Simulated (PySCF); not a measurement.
BClI₂, SMILES IB(Cl)I. Atoms are numbered in the order given.

```xyz
4

B      0.0000     0.0000     0.6488
Cl     0.0000     0.0000     2.3924
I      0.0000     1.8475    -0.4143
I      0.0000    -1.8475    -0.4143
```

Geometry: r2SCAN-D4/def2-SVP. The def2 effective core potentials stand for the cores of I; spin–orbit coupling is left out.

Level of theory: TDDFT-PBE0/def2-SVPD run with PySCF 2.14.0.

Vertical excitations. Isolated molecule, no solvent. State labels are in the subgroup C2v.

Computed excitation energies, oscillator strengths and character:
| state | symmetry | energy (eV) | λ (nm) | f | main pairs |
|---|---|---|---|---|---|
| S1 | A2 | 3.87 | 320 | 0.000 | HOMO→LUMO 100 % |
| S2 | B1 | 4.56 | 272 | 0.000 | HOMO−2→LUMO 100 % |
| S3 | B2 | 4.72 | 263 | 0.132 | HOMO−1→LUMO 94 % |
| S4 | A2 | 5.20 | 238 | 0.000 | HOMO−4→LUMO 99 % |
| S5 | A1 | 5.37 | 231 | 0.067 | HOMO−3→LUMO 95 % |
| S6 | B2 | 5.49 | 226 | 0.040 | HOMO→LUMO+1 95 % |
| S7 | A2 | 5.81 | 213 | 0.000 | HOMO−1→LUMO+1 98 % |
| S8 | A1 | 6.18 | 201 | 0.015 | HOMO−2→LUMO+1 89 % |
| S9 | B1 | 6.44 | 192 | 0.003 | HOMO−3→LUMO+1 92 % |
| S10 | B2 | 6.77 | 183 | 0.017 | HOMO→LUMO+3 97 % |
| T1 | A2 | 3.73 | 332 | 0 | HOMO→LUMO 100 % |
| T2 | B2 | 3.99 | 311 | 0 | HOMO−1→LUMO 99 % |
| T3 | A1 | 4.40 | 282 | 0 | HOMO−3→LUMO 98 % |
| T4 | B1 | 4.41 | 281 | 0 | HOMO−2→LUMO 99 % |
Triplets are in the Tamm–Dancoff approximation, which puts them higher than full response would, so one can lie above its singlet here.
